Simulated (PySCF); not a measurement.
**Ionisation energy of Fe¹⁵⁺ by level of theory**

Fe¹⁵⁺ [Ne] 3s1 (2S) → Fe¹⁶⁺ [Ne] (1S), as a difference of total energies. Calculation: PySCF 2.14, in an even-tempered Gaussian basis (18 s from 1.1 bohr⁻², ratio 2.5; 11 p from 1.4 bohr⁻², ratio 2.5; 5 d from 5.7 bohr⁻², ratio 2.7; 4 f from 8.5 bohr⁻², ratio 2.7); the spin-free X2C one-electron Hamiltonian (Gaussian nucleus). Correlated levels: outer shells: 1s2 frozen; virtual orbitals above 40 to 60 times the deepest correlated orbital energy dropped. The calculations carry no spin-orbit coupling.

```tsv
method	ionisation energy (eV)	difference from reference (eV)
UHF	488.71	-0.60
MP2 (outer shells)	489.30	-0.01
SCS-MP2 (outer shells)	489.19	-0.12
CCSD (outer shells)	489.30	-0.01
CCSD(T) (outer shells)	489.31	0.00
```

Reference: 489.31 eV (semi-empirical (NIST evaluation); NIST Atomic Spectra Database, ionization energies).
